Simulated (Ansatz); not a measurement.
Cost and result for the atomization energy of `CO[Si](F)(F)F` (9 atoms, 8 bonds).

```xyz
9

C     0.435    1.327    0.075
O     0.498    0.054   -0.545
Si   -0.338   -1.247   -0.151
F    -0.059   -1.709    1.327
F     0.067   -2.406   -1.123
F    -1.890   -1.014   -0.265
H     1.130    1.983   -0.449
H     0.730    1.265    1.126
H    -0.571    1.747    0.005
```

Total charge 0; spin multiplicity 1. The geometry is a stationary point of PBE0-D4/def2-TZVP. It is one conformer, not always the lowest. Program: Ansatz. All runs use 4 threads of an Intel Xeon Platinum 8488C on a shared host. Times are those of one run each, without the atoms' runs, and a repeat can differ threefold. Electronic energies, without spin–orbit coupling; frozen cores. CCSD(T)/CBS adds CCSD(T) − MP2 in def2-TZVPP to the MP2 limit, and its time is that of the two runs behind it. T1 = 0.011. B3LYP takes the VWN-RPA correlation (the form of Gaussian; ORCA's B3LYP/G). HSE06 is the plane-wave form, built on full-range PBE exchange.

CCSD(T)/CBS is a level of theory with its own doubt, some kJ/mol a heavy atom from the limit and from the frozen cores, so smaller differences don't rank the functionals.

```csv
level,functions,wall time
LDA (SPW92)/def2-TZVPP,239,0.95 s
PBE0-D4/def2-TZVPP,239,2.1 s
HSE06-D4/def2-TZVPP,239,2.1 s
CAM-B3LYP-D4/def2-TZVPP,239,2.2 s
B3LYP-D4/def2-TZVPP (with forces),239,2.7 s
B2PLYP/def2-TZVPP,239,3.3 s
PBE-QIDH/def2-TZVPP,239,3.8 s
CCSD(T)/def2-SVP,103,4.3 s
B97M-V/def2-TZVPP,239,5.5 s
ωB97M-V/def2-TZVPP (with forces),239,6.5 s
MP2/def2-QZVPP,445,14 s
CCSD(T)/def2-TZVPP,239,110 s
CCSD(T)/CBS(def2),–,2.1 min
```

Q: What atomization energy does each give, and how far from CCSD(T)/CBS? (Best estimate.)

A: Ansatz gave: 
| level | atomization (kJ/mol) | difference from CCSD(T)/CBS | per bond |
| --- | --- | --- | --- |
| LDA (SPW92)/def2-TZVPP | 4484.0 | 554.5 | 69.3 |
| PBE0-D4/def2-TZVPP | 3861.4 | -68.1 | -8.5 |
| HSE06-D4/def2-TZVPP | 3864.3 | -65.2 | -8.2 |
| CAM-B3LYP-D4/def2-TZVPP | 3923.3 | -6.2 | -0.8 |
| B3LYP-D4/def2-TZVPP (with forces) | 3874.1 | -55.4 | -6.9 |
| B2PLYP/def2-TZVPP | 3867.7 | -61.8 | -7.7 |
| PBE-QIDH/def2-TZVPP | 3865.5 | -64.0 | -8.0 |
| CCSD(T)/def2-SVP | 3612.9 | -316.6 | -39.6 |
| B97M-V/def2-TZVPP | 3901.7 | -27.8 | -3.5 |
| ωB97M-V/def2-TZVPP (with forces) | 3909.4 | -20.1 | -2.5 |
| MP2/def2-QZVPP | 4026.9 | 97.4 | 12.2 |
| CCSD(T)/def2-TZVPP | 3814.7 | -114.8 | -14.4 |
| CCSD(T)/CBS(def2) | 3929.5 | 0.0 | 0.0 |

The D4 term adds +27.5 kJ/mol with B3LYP and +14.3 kJ/mol with PBE0; it sums over pairs of atoms, weighted by their polarisabilities, and B3LYP, whose exchange is more repulsive, gets the larger term. From BLYP to BHLYP (50 % exact exchange), in def2-TZVPP and without D4, the atomization energy moves by −124.7 kJ/mol: exact exchange takes away binding that semilocal exchange gives to molecules. At CCSD(T), def2-SVP lies −316.6 kJ/mol from the extrapolated value and def2-TZVPP −114.8 kJ/mol: correlation converges slowly with the basis, and small sets miss more of it in the bonded molecule than in its fragments.
